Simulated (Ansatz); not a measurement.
SnTe₂⁻. The state is a doublet with charge -1. Geometry PBE-D4/def2-SVPD, basis def2-TZVPD, Ansatz.

```xyz
3

Sn   -0.679   -0.774    2.090
Te    1.567    0.673   -1.608
Te   -0.888    0.101   -0.482
```

```json
{"run": "A", "HOMO (eV)": "-1.09", "LUMO (eV)": "0.87"}
{"run": "B", "HOMO (eV)": "-3.11", "LUMO (eV)": "2.50"}
{"run": "C", "HOMO (eV)": "-1.68", "LUMO (eV)": "1.53"}
{"run": "D", "HOMO (eV)": "-0.25", "LUMO (eV)": "0.45"}
{"run": "E", "HOMO (eV)": "-0.51", "LUMO (eV)": "0.37"}
```

In the def2 sets Sn, Te take a core potential; there is no spin–orbit coupling. LC-ωPBE has ω = 0.4 bohr⁻¹. Another isomer (doublet) lies 0.95 eV lower at PBE0-D4/def2-TZVPD; other spin states weren't run for this one.

HOMO and LUMO are taken over both spins.

Question: The runs used BHLYP, LC-ωPBE, PBE, PBE0, r2SCAN. Estimate which is which.

Answer: A PBE0 (25 % exact exchange); B LC-ωPBE (range-separated); C BHLYP (50 % exact exchange); D PBE (0 % exact exchange); E r2SCAN (0 % exact exchange). Exact exchange lowers occupied and raises empty levels; among semilocal functionals meta-GGAs tend to open the gap a little, and such runs are hard to tell apart. The gap grows from 0.70 eV (PBE) to 5.62 eV (LC-ωPBE). At PBE0-D4/def2-TZVPD, r2SCAN-D4/def2-TZVPD the charge -1 doublet is spin-contaminated (final ⟨S²⟩ up to 0.89, 0.75 for a pure state).
